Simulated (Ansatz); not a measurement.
The cluster Si5H2. Total charge 0; singlet. Geometry B3LYP-D4/def2-SVP, basis def2-TZVP, Ansatz.

```xyz
7

Si   -0.8725   -1.2351   -1.1064
Si   -1.3878    0.8944    0.8859
Si    0.6652    0.6606   -0.5341
Si    0.0677   -0.9302    1.0118
Si   -1.3706    1.1063   -1.5369
H     2.0346    1.1904   -0.7460
H     0.8634   -1.6865    2.0257
```

```
run  HOMO (eV)  LUMO (eV)
  A      -5.87      -3.04
  B      -6.25      -2.52
  C      -6.60      -2.43
  D      -6.49      -2.44
  E      -5.69      -3.08
```

B3LYP takes the VWN-RPA correlation. The structure comes from a short search, and lower isomers may exist.

Problem. The runs used B3LYP, PBE, PBE0, r2SCAN, r2SCAN0. Estimate which is which.

Solution. A r2SCAN (0 % exact exchange); B B3LYP (20 % exact exchange); C r2SCAN0 (25 % exact exchange); D PBE0 (25 % exact exchange); E PBE (0 % exact exchange). Exact exchange lowers occupied and raises empty levels; among semilocal functionals meta-GGAs tend to open the gap a little, and such runs are hard to tell apart. The gap grows from 2.61 eV (PBE) to 4.18 eV (r2SCAN0).
